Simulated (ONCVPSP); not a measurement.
## boron: one change to an ONCV potential, before and after

```
Element                 : B
Generator               : ONCVPSP 4.0.1
Type                    : optimised norm-conserving Vanderbilt (ONCV)
Functional              : PBEsol
Relativity              : non-relativistic
Frozen core             : [He]
Valence charge          : 3
Reference configuration : 2s2 2p1
Partial waves           : 2s: rc 1.25 bohr, ncon 4, nbas 9, qcut 4.8 1/bohr, local; 2p: rc 3.95 bohr, ncon 3, nbas 6, qcut 3.6 1/bohr, 3 projectors, debl 0.8 Ha
Local potential         : the s channel
Core correction         : Teter function, parameters optimised by the program
```

Change: s: qcut 3.8; p: qcut 2.9.

Cutoffs: the cutoffs (Ha) at which the residual kinetic energy of the hardest occupied pseudo-wave falls to 1 and 0.1 mHa per electron; they do not see the model core or the augmentation charge, which bear on the density cutoff. Errors are all-electron minus pseudo energies relative to the spin-unpolarised reference configuration.

Q: How do hardness, ghosts and transferability respond?

A: The potential gets harder (12 Ha and 51 Ha → 25 Ha and 134 Ha); of the 4 tests that both files solve, the error grows in 4 and shrinks in 0 by more than 15 % and 0.3 meV (median size 161.8 → 232.4 meV); neither file shows a bound ghost.

| quantity | base | changed |
| --- | --- | --- |
| cutoff, loose | 12 Ha | 25 Ha |
| cutoff, tight | 51 Ha | 134 Ha |
| loose cutoff by channel | s 12 Ha, p 3.9 Ha | s 25 Ha, p 3.2 Ha |
| bound ghosts | none | none |
| GHOST(+) flags under 300 eV | none | none |
| error for 2s2 2p0, meV [ΔE 8.14 eV] | +246 | +359 |
| error for 2s1 2p0, meV [ΔE 33.40 eV] | +699 | +1001 |
| error for 2s2 2p0.5, meV [ΔE 2.86 eV] | +42 | +63 |
| error for 2s1 2p1, meV [ΔE 14.26 eV] | -78 | -106 |
| s: phases at 1.27 bohr within 0.05 rad from the reference energy up to (Ha; the scan ends near 5) | 3.7 | 2.9 |
| p: phases at 4.02 bohr within 0.05 rad from the reference energy up to (Ha; the scan ends near 5) | 3.0 | 3.0 |
| rms error of d²Exc/dni dnj with the model core, mHa | 0.37 | 1.19 |
